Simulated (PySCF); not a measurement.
## C7H6N: g tensor and hyperfine couplings

Species: C7H6N (doublet state).
Cartesian coordinates in Å at the GFN2-xTB level; atoms count from 1:
```xyz
14
C7H6N angstrom
C     -1.6872    0.3988    1.0960
C     -1.3967   -0.4800   -0.0457
C      0.1153   -0.7033   -0.0219
C      0.6786   -1.7894    0.5121
C      0.8829    0.3468   -0.5467
C      1.4957    1.2715   -1.0397
C      2.2061    2.2970   -1.5748
N      2.8045    3.1686   -2.0294
H     -1.7371   -0.0115    2.0866
H     -1.6217    1.4648    0.9915
H     -1.8875   -1.4493    0.0567
H     -1.6827   -0.0179   -0.9922
H      0.0812   -2.5957    0.9009
H      1.7481   -1.9009    0.5696
```

The hyperfine couplings belong to this conformer and change with its torsions.

Identity: `C(C[CH2])(C#CC#N)=C` [radical].

Computed with PySCF, UKS B3LYP, pcH-1 on C H N, non-relativistic, mean-field spin-orbit, GIAO. Geometry: GFN2-xTB, one conformer, isolated molecule. Couplings are sensitive to structure, and on GFN2-xTB geometries they can be far from those on DFT ones. No stability test was run, so a lower SCF solution isn't excluded.

```json
{"g1, g2, g3": "2.00213, 2.00272, 2.00279", "g_iso": "2.00255", "Form of g": "close to axial: the two nearest values differ by 12 % of g3 − g1", "⟨S²⟩": "0.7547 (exact 0.7500)", "HOMO–LUMO gap, α and β orbitals": "3.92, 4.82 eV", "Basis functions": "260"}
```

Isotropic coupling and dipolar principal values T1 to T3, in mT; ρ(0) is the spin density at the nucleus (MHz turned into mT with g_iso):

| atom | isotope | a_iso | T1 | T2 | T3 | Mulliken spin population | ρ(0) (bohr⁻³) |
| --- | --- | --- | --- | --- | --- | --- | --- |
| C1 | 13C | 3.46 | -2.88 | -2.84 | 5.72 | 1.06 | 0.0864 |
| C2 | 13C | -0.98 | -0.08 | 0.00 | 0.08 | -0.08 | -0.0245 |
| C3 | 13C | 3.15 | -0.35 | -0.13 | 0.48 | 0.01 | 0.0786 |
| C4 | 13C | 0.15 | -0.23 | -0.19 | 0.42 | 0.08 | 0.0036 |
| C5 | 13C | -0.03 | -0.05 | -0.02 | 0.07 | 0.00 | -0.0008 |
| C6 | 13C | 0.01 | -0.09 | 0.04 | 0.05 | -0.01 | 0.0002 |
| C7 | 13C | 0.02 | -0.01 | 0.00 | 0.01 | 0.00 | 0.0004 |
| N8 | 14N | 0.00 | -0.02 | 0.01 | 0.02 | 0.00 | -0.0002 |
| H9 | 1H | -2.13 | -1.37 | -0.03 | 1.40 | -0.04 | -0.0134 |
| H10 | 1H | -2.21 | -1.38 | -0.02 | 1.40 | -0.04 | -0.0139 |
| H11 | 1H | 1.30 | -0.19 | -0.15 | 0.33 | 0.02 | 0.0082 |
| H12 | 1H | 0.96 | -0.18 | -0.16 | 0.34 | 0.01 | 0.0060 |
| H13 | 1H | -0.10 | -0.09 | -0.01 | 0.10 | 0.00 | -0.0006 |
| H14 | 1H | 0.02 | -0.13 | -0.05 | 0.17 | 0.00 | 0.0001 |

The Mulliken spin populations are largest on C1 (+1.06), C4 (+0.08) and C2 (-0.08). C1 is the only atom above +0.15. The positive populations add up to 1.18 and the negative ones to -0.18, together 2S = 1. The angles at C1 add up to 358.4°, so it is nearly planar; its axial dipolar tensor and the negative couplings of its protons fit spin in a p orbital normal to that plane.

Under fast tumbling the dipolar parts average out, and these isotropic splittings remain: 2 × 1H (H9/H10, I = 1/2, 3 lines) with 2.17 mT, 2 × 1H (H11/H12, I = 1/2, 3 lines) with 1.13 mT and 1 × 1H (H13, I = 1/2, 2 lines) with 0.10 mT.

Class means assume fast exchange of nuclei equivalent by connectivity; if that motion is slow, each nucleus keeps its own coupling. The 1H value of +31.6 MHz is a mean of couplings from 26.8 to 36.5 MHz in this one geometry, not an average over conformers.

The 13C coupling of C1 (97.1 MHz) shows only in satellite lines or after enrichment, since that isotope makes up about 1.07 % of natural carbon.

β density exceeds α density at some nuclei, such as C2 (-0.0245) and H9/H10 (-0.0136), spin density in bohr⁻³. In a single determinant that takes different orbitals for the two spins, that is spin polarisation.
